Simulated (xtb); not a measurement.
CH7BSi, SMILES CB[SiH3]. All values are semi-empirical tight-binding results from xtb (GFN2-xTB unless named), good for trends rather than for accurate numbers. The structure is a stationary point at GFN2-xTB.

```
Item                                            Result
---------------------------------------  -------------
orbital gap                                    2.80 eV
dipole moment                                   1.76 D
zero-point energy                        44.6 kcal/mol
G − E(el) at 298.15 K (modified RRHO)    26.5 kcal/mol
static polarisability (D4 model)            56.7 bohr³
solvation energy, GFN2-xTB/ALPB(water)   -0.9 kcal/mol
solvation energy, GFN2-xTB/ALPB(hexane)  -2.0 kcal/mol
```
